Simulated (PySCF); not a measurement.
Computed with M06-2X/def2-TZVP in PySCF 2.14.0. All species are isolated molecules in the gas phase. One relaxed conformer stands for a flexible species; it need not be the lowest. 

Reference species (SMILES): `C/C=C(\B)C` (neutral, multiplicity 1).

| Property | Result |
|---|---|
| HOMO | -8.54 eV |
| HOMO–LUMO gap | 7.60 eV |

Changed species: `BC/C=C\C`.

**Question.** Give the shifts of the HOMO and HOMO–LUMO gap.

**Answer.** the HOMO goes up by 0.30 eV, to -8.24 eV; the HOMO–LUMO gap rises by 0.54 eV, to 8.14 eV.
